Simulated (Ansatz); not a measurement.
Cost and result for the atomization energy of C₂H₆F₂OSi (`FCOC(F)[SiH3]`) (12 atoms, 11 bonds).

| atom | x (Å) | y (Å) | z (Å) |
| --- | --- | --- | --- |
| F1 | 1.087 | -1.465 | -1.844 |
| C2 | -0.198 | -0.996 | -1.723 |
| O3 | -0.234 | 0.093 | -0.869 |
| C4 | -0.080 | -0.213 | 0.477 |
| F5 | -1.252 | -0.793 | 0.955 |
| Si6 | 0.263 | 1.407 | 1.432 |
| H7 | -0.815 | -1.820 | -1.352 |
| H8 | -0.529 | -0.644 | -2.700 |
| H9 | 0.705 | -0.967 | 0.614 |
| H10 | 0.343 | 1.080 | 2.877 |
| H11 | -0.845 | 2.354 | 1.169 |
| H12 | 1.556 | 1.962 | 0.963 |

Total charge 0; spin multiplicity 1. Geometry: relaxed with PBE0-D4/def2-TZVP. It is one conformer, not always the lowest. Program: Ansatz. All runs use 4 threads of an Arm Neoverse V1 on a shared host. Times are those of one run each, without the atoms' runs, and a repeat can differ threefold. Electronic energies, without spin–orbit coupling; frozen cores. CCSD(T)/CBS adds CCSD(T) − MP2 in def2-TZVPP to the MP2 limit, and its time is that of the two runs behind it. T1 = 0.012. B3LYP takes the VWN-RPA correlation (the form of Gaussian; ORCA's B3LYP/G).

CCSD(T)/CBS is a level of theory with its own doubt, some kJ/mol a heavy atom from the limit and from the frozen cores, so smaller differences don't rank the functionals.

| level | functions | wall time |
| --- | --- | --- |
| PBE-D4/def2-TZVPP (with forces) | 281 | 3.5 s |
| PBE0-D4/def2-TZVPP | 281 | 4.5 s |
| r2SCAN-D4/def2-TZVPP (with forces) | 281 | 6.5 s |
| B3LYP-D4/def2-TZVPP (with forces) | 281 | 7 s |
| B2PLYP/def2-TZVPP | 281 | 11 s |
| ωB97X-V/def2-TZVPP | 281 | 13 s |
| ωB97M-V/def2-TZVPP (with forces) | 281 | 20 s |
| MP2/def2-QZVPP | 535 | 46 s |
| CCSD(T)/def2-TZVPP | 281 | 8.3 min |
| CCSD(T)/CBS(def2) | – | 9.1 min |

**Question.** What atomization energy does each give, and how far from CCSD(T)/CBS? (An estimate is asked.)

**Answer.** Ansatz gave: 
```tsv
level	atomization (kJ/mol)	difference from CCSD(T)/CBS	per bond
PBE-D4/def2-TZVPP (with forces)	4418.1	96.7	8.8
PBE0-D4/def2-TZVPP	4310.3	-11.1	-1.0
r2SCAN-D4/def2-TZVPP (with forces)	4329.3	7.9	0.7
B3LYP-D4/def2-TZVPP (with forces)	4308.6	-12.8	-1.2
B2PLYP/def2-TZVPP	4266.7	-54.7	-5.0
ωB97X-V/def2-TZVPP	4342.7	21.3	1.9
ωB97M-V/def2-TZVPP (with forces)	4332.9	11.5	1.0
MP2/def2-QZVPP	4361.2	39.8	3.6
CCSD(T)/def2-TZVPP	4205.0	-116.4	-10.6
CCSD(T)/CBS(def2)	4321.4	0.0	0.0
```

The D4 term adds +34.3 kJ/mol with B3LYP and +18.1 kJ/mol with PBE0; it sums over pairs of atoms, weighted by their polarisabilities, and B3LYP, whose exchange is more repulsive, gets the larger term. In def2-TZVPP, CCSD(T) changes the Hartree–Fock value by +1137.1 kJ/mol (the triples alone add +68.5 kJ/mol) and MP2 by +1224.4 kJ/mol; breaking electron pairs costs correlation energy, which Hartree–Fock lacks. From PBE to PBE0 (25 % exact exchange), in def2-TZVPP and without D4, the atomization energy moves by −104.4 kJ/mol: exact exchange takes away binding that semilocal exchange gives to molecules.
